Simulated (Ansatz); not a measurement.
Start from `N=C([SiH3])BO` and change one atom or group to get `CC(=N)BO`.

Ansatz, PBE0-D4/def2-TZVP geometries, multiplicity 1. Each molecule was computed in one conformer, which needn't be the lowest.

| property | `N=C([SiH3])BO` |
| --- | --- |
| HOMO energy (PBE/def2-TZVPP) / eV | -5.56 |
| LUMO energy (PBE0/def2-TZVPP) / eV | -1.83 |
| size of the dipole moment (B3LYP/def2-TZVPP) / D | 1.70 |
| HOMO–LUMO gap (PBE0/def2-TZVPP) / eV | 5.11 |
| LUMO energy (B3LYP/def2-TZVPP) / eV | -2.04 |
| LUMO energy (ωB97M-V/def2-TZVPP) / eV | 0.38 |

(1) What does the change do to each property? (Estimate.)

Answers

(1) The calculation gave: 
| property | `CC(=N)BO` | shift |
| --- | --- | --- |
| HOMO energy (PBE/def2-TZVPP) / eV | -5.74 | -0.18 |
| LUMO energy (PBE0/def2-TZVPP) / eV | -1.31 | 0.52 |
| size of the dipole moment (B3LYP/def2-TZVPP) / D | 2.12 | 0.42 |
| HOMO–LUMO gap (PBE0/def2-TZVPP) / eV | 5.94 | 0.83 |
| LUMO energy (B3LYP/def2-TZVPP) / eV | -1.54 | 0.50 |
| LUMO energy (ωB97M-V/def2-TZVPP) / eV | 0.85 | 0.47 |

With PBE0 the HOMO falls by 0.32 eV and the LUMO rises by 0.52 eV, so the gap widens by about 0.84 eV. PBE moves the HOMO by -0.18 eV and ωB97M-V by -0.42 eV. Dipoles are sizes alone; their direction can turn.

B3LYP here is the variant with VWN-RPA as its local correlation; programs differ in this.
